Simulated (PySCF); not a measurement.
Dipole response of Pb⁺ (lead, charge +1)

[Xe] 4f14 5d10 6s2 6p1, 2P determinant. Computed with PySCF 2.14 in aug-cc-pVQZ-PP with one added diffuse shell each of s, p, d, f, g type with ECP60MDF (8s8p6d4f3g, 117 functions), with scalar relativity through the core potential. Coupled (time-dependent) response in atomic units; α is the mean over directions.

```json
{"method": "UHF", "mean α (bohr³)": "28.78", "α xx, yy, zz": "25.73, 34.86, 25.73", "C₆ (like pair)": "250.4", "S(−4)": "265.0"}
{"method": "PBE", "mean α (bohr³)": "27.94", "α xx, yy, zz": "24.05, 35.73, 24.05", "C₆ (like pair)": "237.3", "S(−4)": "285.0"}
```

S(−4) is the Cauchy moment in α(ω) = α(0) + S(−4) ω² + …

Spin-orbit coupling is absent.

α(iu) at UHF:

| u (hartree) | α(iu) (bohr³) |
| --- | --- |
| 0 | 28.78 |
| 0.0500 | 28.13 |
| 0.100 | 26.42 |
| 0.200 | 21.64 |
| 0.300 | 17.14 |
| 0.500 | 11.15 |
| 0.750 | 7.366 |
| 1.00 | 5.380 |
| 1.50 | 3.377 |
| 2.00 | 2.364 |
| 3.00 | 1.349 |
| 5.00 | 0.5945 |

A single London oscillator, α(iu) = α/(1 + u²/ω²), gives C₆ = (3/4) ω α². Matching the computed C₆ needs ω = 4 × 250.4 / (3 × 28.78²) = 0.403 hartree.

For an ion, C₆ is the dispersion term alone; charge-induced terms of lower order in 1/R come first.

The components differ because the open shell of this determinant is not spherical; for a pure term their mean is the scalar polarisability.

Energies and moments cover only the electrons outside the core potential. Spin-orbit coupling, absent here, splits the open shell strongly.
